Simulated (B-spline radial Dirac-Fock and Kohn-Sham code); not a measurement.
In¹⁹⁺: eigenvalues, ΔSCF and the reference

System: the In¹⁹⁺ ion, configuration 1s2 2s2 2p6 3s2 3p6 3d10 4s2.

The density-functional columns are spherical, spin-unpolarised Dirac-Kohn-Sham results without Breit or QED terms: −ε is minus the orbital energy of the initial state and ΔSCF the difference of two total energies. The reference in the last column comes from Dirac-Fock (average of configuration) total-energy differences with a finite nucleus, the Breit interaction including its frequency dependence, and self-energy and vacuum-polarisation corrections. All numbers are from a radial B-spline solver, in eV; a selection of levels is shown. For the 1s level of heavy atoms much of the gap between ΔSCF and the reference is the Breit and QED part, -89.9 eV here; for other levels the error of the functional can be larger.

```
level   LDA −ε  LDA ΔSCF  Dirac-Fock
    K  28238.0   28581.8     28500.3
   L1   4672.6    4745.0      4792.9
   L2   4397.7    4484.5      4489.3
   L3   4186.5    4269.1      4280.6
   M1   1285.3    1316.4      1347.6
   M2   1174.3    1206.2      1223.9
   M3   1135.0    1166.0      1184.2
   M4    939.3     973.0       972.1
   M5    931.1     964.5       964.1
   N1    551.0     566.0       559.3
```

For the outermost level NIST gives 560 ± 4 eV (theoretical); the differences from it are LDA −ε -9.04, LDA ΔSCF +6.02, Dirac-Fock -0.66 eV.

Values without a named source are computed, but for edge energies of neutral atoms, which are taken from tables.
